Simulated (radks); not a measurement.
Results of a calculation; reference values are marked as such.
Question: Species: the arsenic ion As+. Configuration: [Ar] 3d9 4s1.5 4p3.5 (fractional occupations, a model configuration). Level of theory: scalar-relativistic Kohn-Sham, LDA (Slater exchange, Perdew-Wang correlation), spin-polarised, spherical densities, point nucleus; open shells are filled with parallel spins first (a radial shooting solver on a logarithmic mesh with Libxc functionals). Some entries of the table are withheld. Estimate them.

orbital,occ.,eigenvalue (hartree),<r^2> (bohr^2)
1s up,1,-430.8014,0.002794
1s down,1,-430.7927,0.002794
2s up,1,-55.49016,0.04865
2s down,1,-55.45004,0.04862
2p up,3,-48.81774,0.03855
2p down,3,-48.78396,0.03852
3s up,1,-7.81161,0.4073
3s down,1,-7.74829,0.4075
3p up,3,-5.74215,0.4375
3p down,3,-5.67826,0.4375
3d up,5,(1),0.5296
3d down,4,(2),0.5269
4s up,1,-1.02067,3.558
4s down,0.5,-0.92055,3.653
4p up,3,-0.61093,(3)
4p down,0.5,-0.52009,(4)

Answer: 
(1) 3d up eigenvalue (hartree): -2.32620
(2) 3d down eigenvalue (hartree): -2.25772
(3) 4p up <r^2> (bohr^2): 5.135
(4) 4p down <r^2> (bohr^2): 5.573
